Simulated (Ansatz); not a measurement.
```xyz
12

Si   -1.136    0.382   -1.485
Si    0.021    0.868    0.493
C     1.382   -0.402    0.752
Se    0.631   -2.209    0.706
H    -0.174   -0.110   -2.509
H    -1.784    1.617   -2.006
H    -2.188   -0.645   -1.272
H    -0.904    0.809    1.660
H     0.603    2.242    0.444
H     1.944   -0.257    1.675
H     2.084   -0.374   -0.084
H    -0.481   -1.921    1.624
```

Charge 0, multiplicity 1.

Q: List the B3LYP/def2-TZVPP orbital energies in eV (the Gaussian-basis code of Ansatz). (Best estimate.)

A: Computed: Occupied: -12351.17, -1798.92, -1798.74, -1580.50, -1418.67, -1418.64, -1418.57, -277.61, -212.80, -156.89, -156.80, -156.57, -143.49, -143.32, -98.80, -98.79, -98.79, -98.63, -98.63, -98.62, -57.68, -57.66, -57.47, -57.39, -57.36, -20.87, -17.59, -15.23, -13.62, -12.24, -10.71, -10.60, -9.81, -9.52, -9.25, -8.62, -8.02, -6.47. Lowest empty: -0.65, 0.14, 0.24, 0.31, 0.56, 1.07, 1.57, 1.70.

B3LYP here is the variant with VWN-RPA as its local correlation; programs differ in this.
